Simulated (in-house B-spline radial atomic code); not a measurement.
Successive ionisation energies of erbium; each step leads to the configuration of the next row (after the last: bare). Dirac energy differences include first-order Breit, QED and recoil terms. NIST's values go from ground level to ground level; the uncertainty of those that are theory runs from under 0.1 % in few-electron ions to several per cent in heavy many-electron ones. Computed with a radial B-spline atomic code at the basis-set limit: Dirac-Hartree-Fock, average of the configuration, finite nuclei.

```
  ion  configuration  ionisation energy (eV)  tabulated value (eV)    tabulated kind  computed minus tabulated (eV)  highest orbital  largest mean radius (bohr)
Er63+   [He] 2s2 2p1                 14843.7                 15511  tabulated theory                           -667            2p3/2                    0.082353
Er64+       [He] 2s2                 15970.9                 15971  tabulated theory                              0            2s1/2                    0.081967
Er65+       [He] 2s1                       ?                     ?  tabulated theory                              ?                ?                           ?
Er66+            1s2                       ?                     ?  tabulated theory                              ?                ?                           ?
Er67+            1s1                 67241.1              67241.48  tabulated theory                              0            1s1/2                    0.020126
```

(1) Fill in the row of Er65+.

(2) Fill in the row of Er66+.

(3) Where is the largest jump?

Where a p, d or f electron is removed, the computed value is a mean over both j, so it misses the tabulated one by a part of the spin-orbit splitting; averaging over terms and missing correlation add to the gap, relatively most at low charge.

Results:

(1) ionisation energy (eV): 16274.0; tabulated value (eV): 16274.56; computed minus tabulated (eV): -1; highest orbital: 2s1/2; largest mean radius (bohr): 0.081592.

(2) ionisation energy (eV): 65844.1; tabulated value (eV): 65848.24; computed minus tabulated (eV): -4; highest orbital: 1s1/2; largest mean radius (bohr): 0.020253.

(3) From Er65+ to Er66+, by a factor of 4.05 (16274 to 65844 eV); the highest orbital goes from 2s1/2 to 1s1/2.
